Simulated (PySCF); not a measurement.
PySCF input file for C3H11ClSi2, SMILES CC[Si@H](Cl)[SiH2]C, C-PCM-M06-2X/def2-SVP. Coordinates come from a B3LYP-D3(BJ)/def2-SVP optimisation. The structure was generated by enumeration; whether it is a known compound was not checked. Other conformers were not sampled.

```python
import numpy as np
from pyscf import gto, scf, dft
from pyscf.solvent import pcm

mol = gto.M(
    atom='''
    C    -3.01701101    0.58708756    0.27666348
    C    -2.07599993   -0.25150476   -0.59967906
    Si   -0.28445216    0.33471764   -0.52828190
    Cl    0.88942489   -0.92665277   -1.74046864
    Si    0.67243321    0.19748734    1.61093521
    C     2.54647910    0.38723342    1.47887634
    H    -2.72722600    0.54688937    1.33973205
    H    -4.05671760    0.22942175    0.20767463
    H    -3.01465869    1.64798332   -0.02309382
    H    -2.09272693   -1.31077189   -0.29085859
    H    -2.39906506   -0.23309928   -1.65489317
    H    -0.17428208    1.71003322   -1.10062393
    H     0.31615175   -1.14031064    2.17744648
    H     0.08652170    1.24000162    2.51020224
    H     2.81127942    1.39778364    1.12995567
    H     3.03767837    0.21610126    2.44938447
    H     2.94027827   -0.33870259    0.75072965
    ''',
    basis='def2-SVP',
    charge=0,
    spin=0,
    max_memory=1600,
    verbose=3,
)
mf = dft.RKS(mol, xc='m06-2x').density_fit(auxbasis='def2-universal-jkfit')
mf.grids.level = 4
mf.conv_tol = 1e-9
mf.max_cycle = 100
mf.kernel()
res = {}
for name, eps in {'water': 78.355, 'methanol': 32.613, 'chlorobenzene': 5.6968}.items():
    s = mf.PCM()
    s.with_solvent.method, s.with_solvent.eps, s.with_solvent.lebedev_order = 'C-PCM', eps, 17
    s.kernel(mf.make_rdm1())
    res[name] = (s.e_tot, eps, s.dip_moment(), s.mo_energy, s.converged)
    print(f'{name}: electrostatic solvation free energy {(s.e_tot - mf.e_tot) * 627.509474:.3f} kcal/mol')
```

Log of the run:

```
converged SCF energy = -1159.65330226218

WARN: PCM is an experimental feature. It is still in testing.
Features and APIs may be changed in the future.

converged SCF energy = -1159.65669295632
Dipole moment(X, Y, Z, Debye): -1.29456,  1.11098,  1.36556
water: electrostatic solvation free energy -2.128 kcal/mol

WARN: PCM is an experimental feature. It is still in testing.
Features and APIs may be changed in the future.

converged SCF energy = -1159.65662370437
Dipole moment(X, Y, Z, Debye): -1.28745,  1.10337,  1.35818
methanol: electrostatic solvation free energy -2.084 kcal/mol

WARN: PCM is an experimental feature. It is still in testing.
Features and APIs may be changed in the future.

converged SCF energy = -1159.65607570119
Dipole moment(X, Y, Z, Debye): -1.23272,  1.04544,  1.30143
chlorobenzene: electrostatic solvation free energy -1.740 kcal/mol
```

The run converged.
